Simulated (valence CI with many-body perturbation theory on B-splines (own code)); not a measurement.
Values are calculated unless marked as measured or tabulated.
## Run record, Os⁶⁸⁺

Level of theory: valence CI with perturbative core correlation (CI+MBPT): six valence electrons over a frozen Dirac-Fock core [He], radial functions for each j: 9 s, 9 p, 8 d, 6 f, 3 g, 1 h, with the one-electron correlation potential Σ1 (screened to all orders), the two-electron term Σ2, the three-electron term Σ3, Breit, model QED; selected single and double excitations, second order for the rest, scaled by the run's own slope (own B-spline code, finite nucleus).

Command, and the settings that its task file holds:

```sh
python run_cv.py task.json out
```

```
atom Os  Z=76  mass_number=192  rms_radius_fm=5.4126
core [He]
valence 2s2 2p4
avg = 1
basis = M
breit = 1
cap = 60000
capref = 1200
cscale = 1
de = 0.0
dress = 0
eps = 2e-08
extrap = 1
h = 0.27
hh = 1
l2 = 3
lcore = 6
maxit = 60
n2 = 5
natural = 1
nlev = 35
nno = [5, 5, 5, 4, 2, 1]
nroot = 26
nsp = [4, 4, 3, 2, 1, 0]
pt2 = 1
qed = 1
rpa = 1
s1 = 1
s2 = 1
s3 = 1
screen = 1
tol = 2e-05
whole = 1
```

It took 9.2 min on 1 thread of Intel(R) Xeon(R) Processor @ 2.30GHz, on a shared host.

Log. The first blocks belong to the next ion, which gives the ionisation energy. Fields: 2J, parity (1 odd), roots, reference size, generating configurations, candidates as configurations/state functions, variational space P, stored matrix elements, Davidson steps; e2 is the range of second-order energies in hartree. The first line gives the box (bohr), its intervals, the orbitals and the steps of their self-consistent field. Window is the range of levels sought, series limit the energy at which the first omitted orbital would enter, core excitation an estimate of the first excitation out of the core, left out the lowest levels not solved, and shifts from estimates the range by which levels moved from their first estimate, all in cm⁻¹.

```
rmax 1.2 intervals 53 orbitals 63 references ['2s2 2p4', '2s 2p5', '2p6'] scf 3 t 0.4
2J=3 par=1 roots 2 ref 60 generators 2 cand 6143/25872 P 1611/5998 nnz 5.2e+06 it 5
2J=3 par=1 roots 2 ref 60 generators 3 cand 5453/22007 P 3582/15634 nnz 3.4e+07 it 5
   second order: generators 5 cand 7085/48338 e2 -0.00003 -0.00002
reference levels 514, estimated 353, window 87783323 1/cm; series limit 116703983, core excitation 501764742
2J=4 par=0 roots 12 ref 76 generators 11 cand 33064/408703 P 2200/11988 nnz 1e+07 it 5
2J=4 par=0 roots 12 ref 76 generators 16 cand 34075/412248 P 7110/59994 nnz 1.8e+08 it 5
   second order: generators 18 cand 36831/468125 e2 -0.01772 -0.00177
2J=0 par=0 roots 8 ref 30 generators 10 cand 26904/101936 P 4870/11998 nnz 6.9e+06 it 5
2J=0 par=0 roots 8 ref 30 generators 15 cand 26221/98560 P 16069/57000 nnz 1.3e+08 it 5
   second order: generators 18 cand 21870/75970 e2 -0.00017 -0.00000
2J=2 par=0 roots 11 ref 67 generators 9 cand 30991/284749 P 2350/11994 nnz 9.8e+06 it 5
2J=2 par=0 roots 11 ref 67 generators 16 cand 32476/290093 P 8179/59996 nnz 1.7e+08 it 9
   second order: generators 19 cand 31007/288986 e2 -0.00874 -0.00157
2J=4 par=1 roots 10 ref 66 generators 9 cand 29925/341062 P 2212/11991 nnz 1e+07 it 5
2J=4 par=1 roots 10 ref 66 generators 14 cand 35126/426847 P 7366/59995 nnz 1.8e+08 it 9
   second order: generators 18 cand 36023/474153 e2 -0.00965 -0.00312
2J=2 par=1 roots 11 ref 61 generators 11 cand 33240/295120 P 2645/11999 nnz 9.3e+06 it 5
2J=2 par=1 roots 11 ref 61 generators 17 cand 34016/300817 P 9400/59997 nnz 1.7e+08 it 5
   second order: generators 21 cand 33193/321094 e2 -0.00504 -0.00105
2J=0 par=1 roots 6 ref 24 generators 8 cand 26794/101051 P 4438/12000 nnz 7.3e+06 it 5
2J=0 par=1 roots 6 ref 24 generators 12 cand 25020/94557 P 14215/50218 nnz 1.1e+08 it 5
   second order: generators 13 cand 16010/58180 e2 -0.00012 -0.00001
2J=6 par=0 roots 6 ref 53 generators 8 cand 31615/436974 P 1947/11959 nnz 1.1e+07 it 5
2J=6 par=0 roots 6 ref 53 generators 10 cand 31164/435435 P 6281/59800 nnz 1.9e+08 it 5
   second order: generators 11 cand 27661/397237 e2 -0.01104 -0.00349
2J=6 par=1 roots 6 ref 49 generators 6 cand 25964/351173 P 2219/11994 nnz 1e+07 it 5
2J=6 par=1 roots 6 ref 49 generators 10 cand 32677/453097 P 6865/59960 nnz 2e+08 it 5
   second order: generators 14 cand 32892/476185 e2 -0.00552 -0.00280
2J=8 par=1 roots 3 ref 28 generators 4 cand 19585/306114 P 1994/11997 nnz 1.2e+07 it 5
2J=8 par=1 roots 3 ref 28 generators 6 cand 20675/313604 P 5479/57527 nnz 2.6e+08 it 5
   second order: generators 6 cand 17190/268074 e2 -0.00260 -0.00105
2J=8 par=0 roots 2 ref 28 generators 3 cand 17440/290875 P 1895/11981 nnz 1.2e+07 it 5
2J=8 par=0 roots 2 ref 28 generators 4 cand 18528/295815 P 5444/55562 nnz 2.4e+08 it 5
   second order: generators 5 cand 15862/261905 e2 -0.00158 -0.00113
2J=10 par=1 roots 1 ref 12 generators 1 cand 6681/106565 P 1633/11999 nnz 1.6e+07 it 5
2J=10 par=1 roots 1 ref 12 generators 1 cand 5619/97078 P 3985/44581 nnz 2.5e+08 it 5
   second order: generators 1 cand 3267/64496 e2 -0.00010 -0.00010
2J=10 par=0 roots 1 ref 12 generators 1 cand 6692/106421 P 1534/11994 nnz 1.9e+07 it 5
2J=10 par=0 roots 1 ref 12 generators 2 cand 7984/110664 P 3709/42864 nnz 2.5e+08 it 5
   second order: generators 3 cand 11179/152404 e2 -0.00020 -0.00020
left out: unestimated 113364957, estimated 92627162, shifts from estimates -306 to 270
operators 0.3
```

The Davidson iterations converged.

The last digits are not significant, and no measured levels were compared; by estimate large intervals hold to a few tenths of a per cent, small ones and those within an open d or f shell to about a per cent. Among the levels kept, up to 2100 cm⁻¹ of a level comes from second order outside the variational space, and about a tenth of that is noise between levels of different J, which matters for small intervals.

- Valence energy: -4263.783 hartree
- Ionisation energy: 17274 eV (NIST: 17270 ± 50 eV (theoretical))
- Reference configurations for the orbitals: 2s2 2p4, 2s 2p5, 2p6
- Radial orbitals: 63
- Box radius: 1.222 bohr
- Largest variational space: 59997
- Lowest levels: (2s^2 2p1/2^2 2p3/2^2) J=2 0.00, (2s^2 2p1/2^2 2p3/2^2) J=0 511.72, (2s^2 2p1/2 2p3/2^3) J=1 12770, (2s^2 2p1/2 2p3/2^3) J=2 12922, (2s 2p1/2^2 2p3/2^3) J=2 16194, (2s 2p1/2^2 2p3/2^3) J=1 16899, (2s^2 2p3/2^4) J=0 25912, (2s 2p1/2 2p3/2^4) J=0 29066, (2s 2p1/2 2p3/2^4) J=1 29380, (2p1/2^2 2p3/2^4) J=0 33411, (2s^2 2p1/2^2 2p3/2 3s) J=2 73606, (2s^2 2p1/2^2 2p3/2 3s) J=1 73682, (2s^2 2p1/2^2 2p3/2 3p1/2) J=1 74633, (2s^2 2p1/2^2 2p3/2 3p1/2) J=2 74644 × 10³ cm⁻¹

Levels are named by their leading jj configuration (3d3/2^4 stands for four electrons in 3d with j = 3/2), which in mixed levels can hold well under half, so a name can repeat and another be missing.
